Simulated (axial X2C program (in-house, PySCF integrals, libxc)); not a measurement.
## ZrF⁺ along the bond: PBE0, two-component

All values were computed with an axial X2C code built on PySCF integrals. Two-component (2c) means X2C with spin–orbit coupling and atomic mean-field two-electron Coulomb and Gaunt terms. Basis: Zr dyall-cv3z [11s12p9d6f3g], F dyall-av3z [7s6p3d2f] (cores contracted in-house); Gaussian nuclei, density fitting, unrestricted open shells. Masses: Zr 89.905 u, F 18.998 u.

State: Ω = 1 (⟨Sz⟩ = -1.00, ⟨Lz⟩ = 2.00 at PBE0). Dipoles are positive if F is the positive end and refer to the centre of mass.

```tsv
R (Å)	μ (D)	HOMO (eV)	LUMO (eV)
1.583	-2.769	-11.06	-8.94
1.656	-3.361	-11.20	-9.08
1.711	-3.793	-11.30	-9.17
1.765	-4.216	-11.40	-9.27
1.820	-4.629	-11.49	-9.35
1.884	-5.102	-11.60	-9.44
1.947	-5.562	-11.70	-9.52
2.029	-6.134	-11.82	-9.61
2.129	-6.800	-11.97	-9.70
2.275	-7.693	-12.18	-9.83
```

Problem. The minimum lies at 1.815 Å. What is the dipole moment there?

Solution. At PBE0, 2c, with the sign and origin stated: μ = -4.59 D.

The state is one determinant whose occupation by symmetry is held fixed; it was picked as the lowest of a PBE0 search that is not exhaustive. Density functionals use the spin component along the axis (collinear). Other states lie close and PBE0, whose exact exchange favours high spin, may order them wrongly; the determinant shown need not be the ground state. The nearest other 2c determinant of the search, Ω = 1, lies 0.07 eV up at the distance of the search. The functionals have no current-density term, which raises determinants with orbital currents, atoms included. With several unpaired electrons one determinant need not be a pure state.
